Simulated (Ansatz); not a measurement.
Reaction (cleavage of the Si–Al bond): `[CH3][Al]([SiH3])[O][SiH3]` + `[OH][In]([SH])[Cl]` → `[SiH3][O][In]([SH])[Cl]` + `[CH3][AlH][O][SiH3]`

Gas-phase electronic energies from Ansatz, PBE0-D4/def2-TZVP geometries. CCSD(T)/CBS is the MP2 limit (def2-TZVPP, def2-QZVPP) plus CCSD(T) − MP2 in def2-TZVPP, frozen cores. DFT in def2-TZVPP. B3LYP here is the variant with VWN-RPA as its local correlation; programs differ in this. Elements past krypton have def2 core potentials. For In outer-core shells are correlated without core-valence functions, which leaves a few kJ/mol of doubt a bond. Each species was taken in one conformer, which may not be the lowest.

```tsv
level	ΔE (kJ/mol)	difference from CCSD(T)/CBS
PBE-D4	-61.3	32.4
PBE0-D4	-72.6	21.1
ωB97X-V	-91.0	2.7
PBE	-61.1	32.6
B3LYP	-89.9	3.8
HF/def2-TZVPP	-122.5	-28.8
SCS-MP2/def2-TZVPP	-106.2	-12.5
MP2/def2-QZVPP	-103.3	-9.6
HF/CBS(def2)	-125.6	-31.9
CCSD/CBS(def2)	-97.6	-3.9
CCSD(T)/CBS	-93.7	0
```

Largest T1 diagnostic among the species: 0.015.

From PBE to PBE0 (25 % exact exchange), in def2-TZVPP and without D4, ΔE moves by −11.5 kJ/mol. In def2-TZVPP, CCSD(T) changes the Hartree–Fock value by +29.8 kJ/mol (the triples alone add +3.9 kJ/mol) and MP2 by +20.7 kJ/mol.
